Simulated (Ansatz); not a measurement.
input.yaml

```yaml
crystal:
  periodic: [false, false, false]
  atoms:
    - { symbol: B, position_ang: [-0.091062, 0.24646, 0.042128] }
    - { symbol: O, position_ang: [-0.098265, 0.100072, 1.558156] }
    - { symbol: H, position_ang: [-0.810598, -0.42882, 1.889392] }
    - { symbol: H, position_ang: [0.997691, 0.245411, -0.442119] }
    - { symbol: "N", position_ang: [-1.191805, -0.356918, -0.628579] }
    - { symbol: H, position_ang: [-2.131388, -0.183456, -0.329649] }
    - { symbol: H, position_ang: [-1.138888, -0.444807, -1.622899] }
    - { symbol: F, position_ang: [-0.392796, 1.911136, 0.484988] }
    - { symbol: H, position_ang: [-0.310289, 1.213322, 1.436682] }
basis:
  gaussian: { orbitals: def2-SVP }
hamiltonian:
  xc: hf
phonons: {}
```

Run as:

```bash
$ ansatz run input.yaml --threads 1 --pin off --max-ram 2048MiB --backend cpu --events-out ev --progress --plain --runs-dir out
```

Hardware: 1 thread of Arm Neoverse V2, on a shared host.

Task: Roughly how long does this run take, and how much memory?

Result: 42 s, with a peak of 0.14 GiB, for 0 ionic steps.
